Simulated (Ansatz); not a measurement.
Ansatz (a first-principles code) input (BHLYP/def2-TZVPD):

Ansatz 0.2 input:
```yaml
crystal:
  periodic: [false, false, false]
  atoms:
    - {symbol: Sn, position_ang: [0.01209984, 0.00190892, 1.19584547]}
    - {symbol: I, position_ang: [1.06306760, -1.83529781, -0.57196393]}
    - {symbol: I, position_ang: [-1.07448255, 1.83349694, -0.55619218]}
basis:
  gaussian:
    orbitals: def2-TZVPD
hamiltonian:
  xc: {name: BHLYP}
total_charge: -1
magnetization: {spin_polarized: true, initial_magnetization: 1}
```

Output:

```
Functional definition: BHLYP
integrals: 0.12 GiB planned
1530 factors; their error is unknown
mean field: 1.40 GiB planned
mean field evaluation 1: about -22032.4857 eV, gradient 1.0e1 eV
mean field evaluation 2: about -22032.5719 eV, gradient 1.1e1 eV
mean field evaluation 4: about -22032.9638 eV, gradient 4.3e-1 eV
mean field evaluation 8: about -22034.0782 eV, gradient 1.3e0 eV
mean field evaluation 16: about -22034.0811 eV, gradient 8.8e-5 eV
mean field -22034.08105684 eV, -809.7375436022 hartree, gradient 8.8e-5 eV, S^2 0.755323; 0 other end points of the search recorded, 0 dependent functions left out
reference -22034.08121200 eV, -809.7375493045 hartree; 37, 36 occupied and 137, 138 virtual orbitals, 1530 factors
Total energy: -22034.08121200 eV, -809.7375493045 hartree
```

This state (charge -1, doublet) is run at the relaxed geometry of the species with charge 0 and multiplicity 1.
